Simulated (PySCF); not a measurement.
C6H8F3P.
SMILES with atom numbers: `[CH:1]#[C:2][CH2:3][P:4]([CH2:5][CH3:6])[C:7]([F:8])([F:9])[F:10]` (hydrogens: H11 on C1; H12, H13 on C3; H14, H15 on C5; H16, H17, H18 on C6)

All values: PBE0/pcSseg-1 (PySCF, non-relativistic), on one gas-phase PBE0-D3(BJ)/def2-SVP geometry that isn't relaxed in the solvent. The solvent is an IEF-PCM continuum (van der Waals radii × 1.2). The model holds no explicit solvent molecules, cavitation or dispersion.

Gas phase at PBE0/pcSseg-1: HOMO -7.51 eV, LUMO 0.24 eV, dipole 2.00 D.

Problem. What does the continuum do to the energy, the frontier levels and the dipole at PBE0/pcSseg-1 in chloroform?

Solution. 
```
   solvent      ε  E(solvent) − E(gas) (kcal/mol)  polarisation term (kcal/mol)  distortion of the solute (kcal/mol)  HOMO (eV)  LUMO (eV)  dipole (D)
chloroform  4.711                           -3.34                         -3.56                                 0.22      -7.45       0.33        2.27
```

The polarisation term is half the interaction of the solute with the surface charges that it induces; the rest is the cost of distorting the solute's density. The sum is the electrostatic part of solvation alone.

Problem. Which radius a makes the point-dipole formula ΔE = −[(ε − 1)/(2ε + 1)]·μ²/a³ give the value in chloroform, with the gas-phase dipole?

Solution. μ = 0.787 au and |ΔE| = 0.00532 Eh give a = 1.83 Å; the farthest nucleus lies 4.50 Å from the centroid of the nuclei, so such a sphere wouldn't even hold the nuclei. The formula assumes a rigid point dipole at the centre of a sphere.

Problem. Which Mulliken charges (PBE0/pcSseg-1) respond most in chloroform (means over atoms taken as equivalent)?

Solution. 
```json
{"atoms": "P4", "environment": "phosphine phosphorus", "gas (e)": "+0.348", "solvent (e)": "+0.327", "change": "-0.021"}
{"atoms": "C1", "environment": "terminal alkyne carbon", "gas (e)": "-0.364", "solvent (e)": "-0.382", "change": "-0.018"}
{"atoms": "C2", "environment": "alkyne carbon", "gas (e)": "+0.164", "solvent (e)": "+0.149", "change": "-0.015"}
{"atoms": "H11", "environment": "alkyne hydrogen", "gas (e)": "+0.068", "solvent (e)": "+0.083", "change": "+0.015"}
{"atoms": "H12/H13", "environment": "methylene hydrogen", "gas (e)": "+0.195", "solvent (e)": "+0.205", "change": "+0.010"}
{"atoms": "C3", "environment": "sp3 carbon bound to phosphorus", "gas (e)": "-0.387", "solvent (e)": "-0.380", "change": "+0.007"}
{"atoms": "H14/H15", "environment": "methylene hydrogen", "gas (e)": "+0.167", "solvent (e)": "+0.173", "change": "+0.006"}
{"atoms": "C5", "environment": "sp3 carbon bound to phosphorus", "gas (e)": "-0.497", "solvent (e)": "-0.492", "change": "+0.005"}
```

Problem. Which Mayer bond orders change most in chloroform?

Solution. 
```json
{"bond": "C1–C2", "length (Å)": "1.211", "gas": "2.526", "solvent": "2.501", "change": "-0.025"}
{"bond": "C1–H11", "length (Å)": "1.075", "gas": "1.132", "solvent": "1.139", "change": "+0.007"}
{"bond": "C3–H12", "length (Å)": "1.103", "gas": "0.901", "solvent": "0.894", "change": "-0.007"}
{"bond": "C2–C3", "length (Å)": "1.450", "gas": "1.111", "solvent": "1.116", "change": "+0.005"}
{"bond": "C3–H13", "length (Å)": "1.103", "gas": "0.893", "solvent": "0.889", "change": "-0.004"}
{"bond": "C3–P4", "length (Å)": "1.873", "gas": "0.923", "solvent": "0.926", "change": "+0.003"}
{"bond": "P4–C5", "length (Å)": "1.853", "gas": "0.960", "solvent": "0.963", "change": "+0.003"}
{"bond": "C7–F8", "length (Å)": "1.337", "gas": "0.982", "solvent": "0.979", "change": "-0.003"}
```

Conformer computed: `[CH:1]#[C:2][CH2:3][P:4]([CH2:5][CH3:6])[C:7]([F:8])([F:9])[F:10]`: C2–C3–P4–C5 -70°, C3–P4–C5–C6 -177°, C3–P4–C7–F8 176°.
